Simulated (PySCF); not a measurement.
## input.py for GaCl⁺

File input.py (PySCF 2.14):

```python
from pyscf import gto, scf, mp

mol = gto.M(
    atom='Ga 0 0 0; Cl 0 0 2.616',
    basis='6-31g*',
    charge=1,
    spin=1,
    verbose=3,
)
mf = scf.UHF(mol)
mf.kernel()
mp.MP2(mf).kernel()
mf.dip_moment()
print('orbital energies (hartree):', [e[max(0, n-3):n+3].round(4) for e, n in zip(mf.mo_energy, mol.nelec)])
```

```bash
$ OMP_NUM_THREADS=1 python input.py
```

It prints (some set-up lines and the per-cycle HOMO/LUMO lines with their warnings removed):

```
converged SCF energy = -2382.17806687303  <S^2> = 0.81726152  2S+1 = 2.066167
E(UMP2) = -2382.52991650508  E_corr = -0.351849632047345
E(SCS-UMP2) = -2382.50721479039  E_corr = -0.329147917358275

WARN: System has nonzero charge 1; the dipole moment is origin-dependent.
Location of origin: [0. 0. 0.]

Dipole moment(X, Y, Z, Debye): -0.00000,  0.00000,  0.57351
orbital energies (hartree): [array([-0.6924, -0.6924, -0.6682, -0.1957, -0.1957, -0.1479]), array([-0.6955, -0.6711, -0.6711, -0.2869, -0.1865, -0.1865])]
```

In short: E(SCF) = -2382.178067 Eh, E(MP2) − E(SCF) = -0.35185 Eh, ⟨S²⟩ = 0.817.

It ran on AMD EPYC 9R14 (1 thread, shared host) in 1 s, peak memory 0.14 GiB.

The bond length is a typed value, not an optimised one. The dipole of an ion depends on the origin. No search for the lowest solution was made.
